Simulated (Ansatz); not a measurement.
Reaction (ligand exchange at a Ge–Br bond): `[F][GeH]([Cl])[Br]` + H₂S → `[F][GeH]([SH])[Cl]` + HBr

Calculated with Ansatz (gas phase, PBE0-D4/def2-TZVP geometries, no zero-point term in ΔE). CCSD(T)/CBS adds triple-zeta CCSD(T) − MP2 to the extrapolated MP2 energy (def2 sets, frozen cores). This one scheme is used for every species. DFT in def2-TZVPP. For Br, Ge outer-core shells are correlated without core-valence functions, which leaves a few kJ/mol of doubt a bond. Scalar relativity is left out up to krypton. One conformer a species, not always the lowest.

CCSD(T)/CBS gives +27.3 kJ/mol.

(1) Another level gave +27.1 kJ/mol. Which?
A. LDA (SPW92)/def2-TZVPP
B. CCSD(T)/def2-TZVPP
C. HF/def2-TZVPP
D. BHLYP-D4/def2-TZVPP

Largest T1 diagnostic among the species: 0.011.

## Answers

(1) B. CCSD(T)/def2-TZVPP 27.1, BHLYP-D4 31.5, HF/def2-TZVPP 36.8, LDA (SPW92) 22.1 kJ/mol.

In def2-TZVPP, CCSD(T) changes the Hartree–Fock value by −9.8 kJ/mol (the triples alone add −1.5 kJ/mol) and MP2 by −9.2 kJ/mol. From BLYP to BHLYP (50 % exact exchange), in def2-TZVPP and without D4, ΔE moves by +3.7 kJ/mol. Leaving LDA and LC-ωPBE aside and taking each functional with its dispersion term where it has one, the values, not all of them listed here, spread over 7.1 kJ/mol, from revPBE-D4 to BHLYP-D4. LDA lies −3.3 kJ/mol from PBE without D4.
